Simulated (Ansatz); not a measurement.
`COc1ccc(-c2ccc(-c3ccc(-c4ccc(-c5ccc(-c6ccc(-c7ccc(-c8ccc(C(F)=C(F)F)cc8)s7)s6)s5)s4)s3)s2)cc1`, 72 atoms. Hardware: 5 threads of AMD EPYC 7R13 on a shared host and a share (37 GiB) of an NVIDIA H100 80GB HBM3.

Single mean-field runs in def2-SVP are fitted with def2-universal-jkfit.

(1) How many basis functions does each of these Ansatz runs have, and roughly what does it cost? PBE0-D4/def2-SVP, charge 0 triplet at the geometry of the charge 0 singlet, energy; r2SCAN-D4/def2-SVP, charge 0 singlet, energy, from earlier orbitals; r2SCAN-D4/def2-SVP, charge 0 singlet, relaxation, 6 steps; PBE-D4/def2-SVP, charge 0 singlet, energy and forces, from earlier orbitals; PBE-D4/def2-SVP, charge 0 triplet at the geometry of the charge 0 singlet, energy, from earlier orbitals; PBE0-D4/def2-SVP, charge 0 singlet, energy, from earlier orbitals; PBE0-D4/def2-SVP, charge 1 doublet at the geometry of the charge 0 singlet, energy; PBE-D4/def2-SVP, charge 1 doublet at the geometry of the charge 0 singlet, energy, from earlier orbitals; PBE-D4/def2-SVP, charge -1 doublet at the geometry of the charge 0 singlet, energy, from earlier orbitals; PBE0-D4/def2-SVP, charge -1 doublet at the geometry of the charge 0 singlet, energy.

Answers

(1) Other jobs shared the machine, so times can vary by a factor of up to 3.

```
                                                                                                      run  functions  fitting or Cholesky vectors  wall time  peak host memory (GiB)
                                        PBE0-D4/def2-SVP, charge 0 singlet, energy, from earlier orbitals        825                         4415       15 s                     1.2
                                      r2SCAN-D4/def2-SVP, charge 0 singlet, energy, from earlier orbitals        825                         4415       21 s                     1.3
 PBE-D4/def2-SVP, charge 0 triplet at the geometry of the charge 0 singlet, energy, from earlier orbitals        825                         4415       23 s                     1.6
 PBE-D4/def2-SVP, charge 1 doublet at the geometry of the charge 0 singlet, energy, from earlier orbitals        825                         4415       23 s                     1.5
PBE-D4/def2-SVP, charge -1 doublet at the geometry of the charge 0 singlet, energy, from earlier orbitals        825                         4415       26 s                     1.4
                       PBE0-D4/def2-SVP, charge 1 doublet at the geometry of the charge 0 singlet, energy        825                         4415       30 s                     1.5
                      PBE0-D4/def2-SVP, charge -1 doublet at the geometry of the charge 0 singlet, energy        825                         4415       33 s                     1.5
                              PBE-D4/def2-SVP, charge 0 singlet, energy and forces, from earlier orbitals        825                         4415       39 s                     1.3
                                                r2SCAN-D4/def2-SVP, charge 0 singlet, relaxation, 6 steps        825                         4415       50 s                     1.4
                       PBE0-D4/def2-SVP, charge 0 triplet at the geometry of the charge 0 singlet, energy        825                         4415       51 s                     1.7
```
